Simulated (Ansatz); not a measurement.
Mulliken charges of `FC(F)(F)[Te]` radical from r2SCAN/def2-TZVPP in Ansatz (PBE0-D4/def2-TZVP geometry).

| atom | x (Å) | y (Å) | z (Å) | charge (e) |
| --- | --- | --- | --- | --- |
| F1 | -0.203 | -0.070 | 1.373 | -0.151 |
| C2 | 0.048 | -0.136 | 0.066 | 0.420 |
| F3 | -0.513 | -1.255 | -0.389 | -0.151 |
| F4 | 1.369 | -0.242 | -0.094 | -0.155 |
| Te5 | -0.652 | 1.629 | -0.998 | 0.037 |

**Question.** By hand: the dipole of these point charges (1 e Å = 4.8032 D).

**Answer.** Σ q r = (-0.108, 0.241, -0.143) e Å, of length 0.300 e Å = 1.44 D.

**Question.** How does the dipole of the full density compare? (An estimate is asked.)

**Answer.** Computed: (-0.094, 0.216, -0.129) e Å, 1.29 D; the point charges give 1.12 times that, at 1° from its direction.

Point charges leave out the atoms' own dipoles, such as those of lone pairs, and Mulliken's split depends on the basis, so the close match here is no proof of good charges.
